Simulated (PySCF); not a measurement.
A compound of formula C20H27OP has these computed shifts in ppm, with the number of atoms in brackets (GIAO PBE0/pcSseg-2, gas phase, PySCF SCF with an in-house response code, fitting set def2-universal-JFIT up to Ne and JKFIT beyond, grid level 2, non-relativistic, geometry: PBE0-D3(BJ)/def2-SVP; 13C, 1H against isolated TMS; 17O against isolated H2O; 31P against isolated H3PO4).

1H: 8.31 (4), 7.63 (4), 7.61 (2), 2.25 (2), 1.95 (2), 1.23 (2), 1.11 (2), 1.08 (2), 1.07 (2), 0.91 (3), 0.87 (2)
13C: 150.0 (2), 140.4 (4), 140.1 (2), 137.5 (4), 38.7 (1), 34.6 (1), 33.9 (1), 33.9 (1), 33.7 (1), 28.8 (1), 24.0 (1), 17.1 (1)
17O: 62.7 (1)
31P: 2.0 (1)

Q: Which structure gave them?

A: CCCCCCCCP(=O)(c1ccccc1)c1ccccc1 (Octyldiphenylphosphine Oxide). Other isomers were not compared.
